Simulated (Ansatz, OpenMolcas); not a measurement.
**From OpenMolcas to Ansatz**

OpenMolcas 26.06 runs this on InHCl (SMILES [Cl][InH]):

calc.input:
```
>>> EXPORT MOLCAS_PRINT=2

&GATEWAY
  BasLib = $CurrDir
  BasisSet
  Cl.def2-TZVPP....
  Cl1 -1.649800 0.396800 -0.867400 angstrom
  End of Basis
  BasisSet
  In.def2-TZVPP....
  In2 0.409500 0.542400 0.286100 angstrom
  End of Basis
  BasisSet
  H.def2-TZVPP....
  H3 1.229400 -1.003900 0.568100 angstrom
  End of Basis

&SEWARD
  GridInput
  Grid=UltraFine
  End of Grid

&SCF
  UHF
  Spin = 2
  KSDFT = B3LYP
  Thresholds = 1e-10 1e-07 1e-07 1e-05
  PrOrbitals = 1 1

&ALASKA
```

```bash
$ export MOLCAS_MEM=1860
$ pymolcas calc.input > calc.log
```

(Basis files named in the input come from the Basis Set Exchange and aren't shown.)

The coordinates come from a PBE0-D4/def2-TZVP relaxation.

It gives a total energy of -651.051858 Eh.

Problem. Translate the job to Ansatz 0.2.0 as an input file of the program's own, asking for the energy.

Solution. For example:

run.yaml:
```yaml
crystal:
  periodic: [false, false, false]
  atoms:
    - symbol: Cl
      position_ang: [-1.649800, 0.396800, -0.867400]
    - symbol: In
      position_ang: [0.409500, 0.542400, 0.286100]
    - symbol: H
      position_ang: [1.229400, -1.003900, 0.568100]
basis:
  gaussian:
    orbitals: def2-TZVPP
magnetization:
  spin_polarized: true
  initial_magnetization: 1
hamiltonian:
  xc: {name: B3LYP}
accuracy: high
output:
  orbitals: {seedname: orbitals}
```

```bash
$ ansatz run run.yaml --threads 1 --pin off --max-ram 3480MiB --events-out events.jsonl --progress --plain --runs-dir runs
```

Its energy is -651.051860 Eh, 0.002 mEh from the first.
